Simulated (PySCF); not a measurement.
N-methylpropan-2-imine (C4H9N), SMILES N(C)=C(C)C.

The structure is a stationary point at PBE-D3(BJ)/def2-SVP.

Two levels are set side by side: TDA-PBE/def2-SVPD (PySCF) and TDA-B3LYP/def2-SVPD (PySCF). Vertical, same geometry. The lowest singlet is HOMO→LUMO 99 % with PBE and HOMO→LUMO 99 % with the other functional; states are paired by order. Differences are taken from unrounded values.

```csv
quantity,TDA-PBE
lowest singlet excitation (eV),4.79
lowest triplet excitation (TDA) (eV),3.99
first bright state (f over 0.05) (eV),7.17
its oscillator strength,0.05
```

### Question
These are the TDA-PBE values. What does TDA-B3LYP give? (An estimate is asked for; the answer gives what the named calculation found.)

### Answer

```csv
quantity,TDA-B3LYP,TDA-PBE minus TDA-B3LYP
lowest singlet excitation (eV),4.99,-0.21
lowest triplet excitation (TDA) (eV),4.19,-0.20
first bright state (f over 0.05) (eV),7.35,-0.19
its oscillator strength,0.05,0.00
```

Functionals without exact exchange tend to place singlet excitations lower, as here. Differences between two approximate levels are no errors against the true value.

Rough cost on one machine, each run with all the roots and properties that it gave: TDA-B3LYP against TDA-PBE within a factor of 2.
